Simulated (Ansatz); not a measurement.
A structure relaxed at r2SCAN-D4/def2-SVP in Ansatz, charge 0, singlet:

```xyz
5

Zr   -0.004    0.007    0.001
H     0.958   -1.540   -0.173
Cl   -0.578    0.104    2.256
Cl   -1.832   -0.266   -1.418
Cl    1.455    1.695   -0.666
```

Task: Give its formula, name or SMILES and point group.

Result: ZrHCl₃. Point group C3v (tolerance 0.1 Å).

Task: Summarise the bond lengths by kind (pairs closer than 1.2 times the sum of covalent radii, bridged metal pairs left out).

Result: 3 × Cl–Zr 2.33 Å; 1 × H–Zr 1.83 Å. The metal has 4 neighbours: H 1.83 Å, Cl 2.33 Å, Cl 2.33 Å, Cl 2.33 Å.

In the def2 sets Zr takes a core potential; there is no spin–orbit coupling.
